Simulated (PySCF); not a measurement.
# Two-component Hartree-Fock for Eu (europium, neutral)

Start: [Xe] 4f7 6s2; 4f5/2 filled at m_j = -5/2, -3/2, -1/2, +1/2, +3/2, +5/2; 4f7/2 filled at m_j = +7/2. Calculated with PySCF 2.14 in x2c-SVPall-2c with one added diffuse shell each of s, p, d, f type (8s11p10d4f1g, 128 functions): generalised Hartree-Fock with the X2C-1e Hamiltonian and a Gaussian nucleus; one run each with spin-orbit coupling (SO) switched off, then screened by Boettger's factors.

```json
{"spinor shell": "1s1/2", "electrons": "2", "ε, spin-free (eV)": "-48756.6", "ε, screened SO (eV)": "-48748.0", "weight of nominal j (screened SO)": "1.000", "rms radius, screened SO (bohr)": "0.0254"}
{"spinor shell": "2s1/2", "electrons": "2", "ε, spin-free (eV)": "-8124.0", "ε, screened SO (eV)": "-8121.4", "weight of nominal j (screened SO)": "1.000", "rms radius, screened SO (bohr)": "0.103"}
{"spinor shell": "2p1/2", "electrons": "2", "ε, spin-free (eV)": "-7232.9", "ε, screened SO (eV)": "-7689.2", "weight of nominal j (screened SO)": "1.000", "rms radius, screened SO (bohr)": "0.0881"}
{"spinor shell": "2p3/2", "electrons": "4", "ε, spin-free (eV)": "-7232.9", "ε, screened SO (eV)": "-7036.3", "weight of nominal j (screened SO)": "1.000", "rms radius, screened SO (bohr)": "0.0944"}
{"spinor shell": "3s1/2", "electrons": "2", "ε, spin-free (eV)": "-1836.1", "ε, screened SO (eV)": "-1835.3", "weight of nominal j (screened SO)": "1.000", "rms radius, screened SO (bohr)": "0.266"}
{"spinor shell": "3p1/2", "electrons": "2", "ε, spin-free (eV)": "-1552.9", "ε, screened SO (eV)": "-1647.9", "weight of nominal j (screened SO)": "1.000", "rms radius, screened SO (bohr)": "0.257"}
{"spinor shell": "3p3/2", "electrons": "4", "ε, spin-free (eV)": "-1552.9", "ε, screened SO (eV)": "-1511.5", "weight of nominal j (screened SO)": "1.000", "rms radius, screened SO (bohr)": "0.270"}
{"spinor shell": "3d3/2", "electrons": "4", "ε, spin-free (eV)": "-1173.2", "ε, screened SO (eV)": "-1190.6", "weight of nominal j (screened SO)": "0.995", "rms radius, screened SO (bohr)": "0.243"}
{"spinor shell": "3d5/2", "electrons": "6", "ε, spin-free (eV)": "-1173.2", "ε, screened SO (eV)": "-1160.8", "weight of nominal j (screened SO)": "0.996", "rms radius, screened SO (bohr)": "0.246"}
{"spinor shell": "4s1/2", "electrons": "2", "ε, spin-free (eV)": "-386.08", "ε, screened SO (eV)": "-385.87", "weight of nominal j (screened SO)": "1.000", "rms radius, screened SO (bohr)": "0.602"}
{"spinor shell": "4p1/2", "electrons": "2", "ε, spin-free (eV)": "-290.31", "ε, screened SO (eV)": "-312.65", "weight of nominal j (screened SO)": "0.966", "rms radius, screened SO (bohr)": "0.621"}
{"spinor shell": "4p3/2", "electrons": "4", "ε, spin-free (eV)": "-290.31", "ε, screened SO (eV)": "-280.46", "weight of nominal j (screened SO)": "0.983", "rms radius, screened SO (bohr)": "0.649"}
{"spinor shell": "4d3/2", "electrons": "4", "ε, spin-free (eV)": "-153.75", "ε, screened SO (eV)": "-159.35", "weight of nominal j (screened SO)": "0.722", "rms radius, screened SO (bohr)": "0.705"}
{"spinor shell": "4d5/2", "electrons": "6", "ε, spin-free (eV)": "-153.75", "ε, screened SO (eV)": "-149.84", "weight of nominal j (screened SO)": "0.815", "rms radius, screened SO (bohr)": "0.711"}
{"spinor shell": "5s1/2", "electrons": "2", "ε, spin-free (eV)": "-54.791", "ε, screened SO (eV)": "-54.760", "weight of nominal j (screened SO)": "1.000", "rms radius, screened SO (bohr)": "1.49"}
{"spinor shell": "5p1/2", "electrons": "2", "ε, spin-free (eV)": "-29.483", "ε, screened SO (eV)": "-32.971", "weight of nominal j (screened SO)": "0.879", "rms radius, screened SO (bohr)": "1.69"}
{"spinor shell": "5p3/2", "electrons": "4", "ε, spin-free (eV)": "-29.483", "ε, screened SO (eV)": "-27.934", "weight of nominal j (screened SO)": "0.940", "rms radius, screened SO (bohr)": "1.81"}
{"spinor shell": "4f5/2", "electrons": "6", "ε, spin-free (eV)": "-14.378", "ε, screened SO (eV)": "-14.361", "weight of nominal j (screened SO)": "0.547", "rms radius, screened SO (bohr)": "1.02"}
{"spinor shell": "4f7/2", "electrons": "1", "ε, spin-free (eV)": "-14.378", "ε, screened SO (eV)": "-13.963", "weight of nominal j (screened SO)": "1.000", "rms radius, screened SO (bohr)": "1.03"}
{"spinor shell": "6s1/2", "electrons": "2", "ε, spin-free (eV)": "-4.903", "ε, screened SO (eV)": "-4.904", "weight of nominal j (screened SO)": "1.000", "rms radius, screened SO (bohr)": "4.95"}
```

```csv
quantity,spin-free,screened SO
E (hartree),-10836.36936,-10842.93472
M_J,7/2,7/2
⟨J²⟩,15.761,15.761
⟨L²⟩,0.000,0.100
⟨S²⟩,15.761,15.705
```

Each row is a mean over spinors that exchange with the open shell spreads, by up to 17.786 eV (4d5/2).

Rows whose weight is well below 1 are mixtures of j = l ± 1/2: exchange outweighs spin-orbit coupling there, and the label is only the starting occupation.

Breit and QED terms are absent; they matter most for the inner s and p1/2 levels.

Densities and radii are taken from the X2C orbitals without a picture-change correction, which distorts them close to the nucleus.

Without spin-orbit coupling the j labels of p, d and f shells carry no meaning; the spin-free column gives the mean over the occupied spinors of each nl shell.
